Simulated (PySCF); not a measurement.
# Correlation energy of Fe (iron, neutral)

[Ar] 3d6 4s1 4p1, one real determinant (an excited configuration). All numbers are calculated (PySCF 2.14, the spin-free X2C one-electron Hamiltonian (Gaussian nucleus), in aug-cc-pVDZ-DK). Frozen: [Ar]; 8 electrons correlated.

```tsv
level	correlation energy (mhartree)
CCSD	-134.12
(T)	-3.32
CCSD(T)	-137.44
```

Diagnostics: T1 = 0.015, D1 = 0.0338, largest double amplitude 0.048.

Task: Is a single reference adequate?

Result: Yes: T1 lies below 0.03 and no double amplitude reaches 0.07.

The reference is one real determinant that mixes LS terms of this configuration.
